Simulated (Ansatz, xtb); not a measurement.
**C5H8AlF: which of two structures lies lower**

Structure I: `C=[C]([AlH][F])C1CC1`, a singlet. Structure II: a singlet given by its coordinates. Both are isolated molecules in the gas phase, relaxed with B3LYP/def2-SVP; the shapes shown needn't be the lowest conformers.

I (Å):

```xyz
15

C    -2.4114    1.3807    0.6092
C    -1.6085    0.3729    0.2028
C    -0.1722    0.6089   -0.1039
C     0.5326   -0.1440   -1.2205
C     0.8853   -0.4384    0.2047
Al   -2.5478   -1.3257    0.0867
F    -1.7305   -2.7043   -0.3941
H    -2.0474    2.4108    0.7319
H    -3.4725    1.2267    0.8399
H    -4.0784   -1.4656    0.4345
H     0.1527    1.6486    0.0303
H    -0.0369   -0.9025   -1.7661
H     1.2406    0.4163   -1.8378
H     0.5533   -1.3951    0.6189
H     1.8434   -0.0868    0.5979
```

II (Å):

```xyz
15

C    -2.9294   -0.4477    1.5529
C    -1.7097   -0.3611    0.7506
C    -0.7513   -0.2967   -0.0036
C     0.5734   -0.2309   -0.6442
C     1.6004    0.0308    0.5054
Al    0.4871   -0.3975    2.0944
F     0.4295   -2.0029    2.6011
H    -2.9425    0.3270    2.3357
H    -3.8178   -0.3135    0.9160
H    -3.0024   -1.4298    2.0464
H     0.5832    0.5421   -1.4316
H     0.7719   -1.1926   -1.1460
H     2.5134   -0.5680    0.3654
H     1.9011    1.0917    0.5075
H    -0.0306    0.6450    3.1696
```

Close contacts (Å): C1–C2 1.46, C2–C3 1.22, C3–C4 1.47, C3–Al6 2.44, C4–C5 1.56, C5–Al6 1.99, Al6–F7 1.68, C1–H8 1.10, C1–H9 1.10, C1–H10 1.10, C4–H11 1.10, C4–H12 1.10, C5–H13 1.10, C5–H14 1.10, Al6–H15 1.58.

Estimate E(II) − E(I) at the level CCSD(T)/def2-SVP + ΔMP2/def2-TZVPP.

Too close to call at this level: CCSD(T)/def2-SVP + ΔMP2/def2-TZVPP gives E(II) − E(I) = −0.71 kcal/mol.

The same difference at several levels:

```json
{"level": "GFN2-xTB", "geometry": "GFN2-xTB", "E(II) − E(I) (kcal/mol)": "+5.14", "departure from the last row (kcal/mol)": "+5.84", "job, with rough time for the two": "optimisation, 0.51 s"}
{"level": "HF/STO-3G", "geometry": "GFN2-xTB", "E(II) − E(I) (kcal/mol)": "−4.60", "departure from the last row (kcal/mol)": "−3.90", "job, with rough time for the two": "single point, 0.36 s"}
{"level": "r2SCAN-D4/def2-SVP", "geometry": "GFN2-xTB", "E(II) − E(I) (kcal/mol)": "+1.79", "departure from the last row (kcal/mol)": "+2.50", "job, with rough time for the two": "single point, 4.2 s"}
{"level": "B3LYP/def2-SVP", "geometry": "B3LYP/def2-SVP", "E(II) − E(I) (kcal/mol)": "+0.14", "departure from the last row (kcal/mol)": "+0.85", "job, with rough time for the two": "optimisation, 95 s"}
{"level": "HF/def2-SVP", "geometry": "B3LYP/def2-SVP", "E(II) − E(I) (kcal/mol)": "+0.69", "departure from the last row (kcal/mol)": "+1.39", "job, with rough time for the two": "part of the CCSD(T) run"}
{"level": "MP2/def2-SVP", "geometry": "B3LYP/def2-SVP", "E(II) − E(I) (kcal/mol)": "+0.26", "departure from the last row (kcal/mol)": "+0.96", "job, with rough time for the two": "part of the CCSD(T) run"}
{"level": "CCSD(T)/def2-SVP", "geometry": "B3LYP/def2-SVP", "E(II) − E(I) (kcal/mol)": "+1.35", "departure from the last row (kcal/mol)": "+2.05", "job, with rough time for the two": "single point"}
{"level": "CCSD(T)/def2-SVP + ΔMP2/def2-TZVPP", "geometry": "B3LYP/def2-SVP", "E(II) − E(I) (kcal/mol)": "−0.71", "departure from the last row (kcal/mol)": "", "job, with rough time for the two": "single point, 75 s"}
```

The largest departure from CCSD(T)/def2-SVP + ΔMP2/def2-TZVPP is that of GFN2-xTB, 5.84 kcal/mol. The last row adds to CCSD(T) the change of the MP2 difference between the two basis sets, here −2.05 kcal/mol.

With thermal terms from frequencies at re-optimised GFN2-xTB minima (ideal gas, soft modes damped towards free rotors, one conformer each, 298.15 K, 1 atm): the zero-point term adds −1.39 kcal/mol; ΔH is −1.22 and ΔG −3.08 kcal/mol.

The correlated steps freeze 11 core orbitals. Run with Ansatz 0.2.0, xtb 6.7.1; the last row on 4 threads of Arm Neoverse V1 on a shared host.
